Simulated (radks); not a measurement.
All-electron atom: Te3+ in [Kr] 4d8 5s2 5p3 (not the ground configuration).

Calculated with a radial shooting solver on a logarithmic mesh with Libxc functionals: Dirac Kohn-Sham, PBE, spin-unpolarised, spherical densities, point nucleus; open shells fill j = l - 1/2 first.

Energy parts (hartree):
part                        energy
total                  -6791.54837
kinetic                 7183.69751
electron-nucleus      -16416.20970
Hartree                 2615.12147
exchange-correlation    -174.15765

Orbitals (lengths in bohr, moments of r in powers of bohr; r(90%) holds 90 % of the orbital's charge):
orbital  occ.  eigenvalue (hartree)  r(90%)      <r^4>     <r^2>
1s1/2       2             -1163.385  0.0500  2.871e-06  0.001048
2s1/2       2             -179.9505   0.185  0.0004915   0.01688
2p1/2       2             -168.7109   0.165  0.0003148   0.01250
2p3/2       4             -158.6243   0.173  0.0003752   0.01379
3s1/2       2             -37.28429   0.473    0.02137    0.1184
3p1/2       2             -32.66691   0.469    0.02049    0.1132
3p3/2       4             -30.78473   0.486    0.02347    0.1214
3d3/2       4             -22.64914   0.463    0.01937    0.1027
3d5/2       6             -22.25528   0.468    0.02021    0.1051
4s1/2       2              -7.75897    1.09     0.6120    0.6463
4p1/2       2              -6.15452    1.15     0.7603    0.7094
4p3/2       4              -5.78455    1.19     0.8679    0.7579
4d3/2       4              -3.19630    1.39      1.624    0.9877
4d5/2       4              -3.13710    1.41      1.696     1.009
5s1/2       2              -1.76212    2.60      19.88     3.709
5p1/2       2              -1.34758    2.94      32.21     4.677
5p3/2       1              -1.29329    3.03      36.35     4.974

The highest occupied level is 5p3/2 at -35.192 eV. The density falls to 0.001 e/bohr^3 at r = 3.71 bohr. Summed over all electrons, <r^2> = 37.58 bohr^2, which gives a Langevin (diamagnetic) susceptibility term of -29.8 x 10^-6 cm^3/mol.
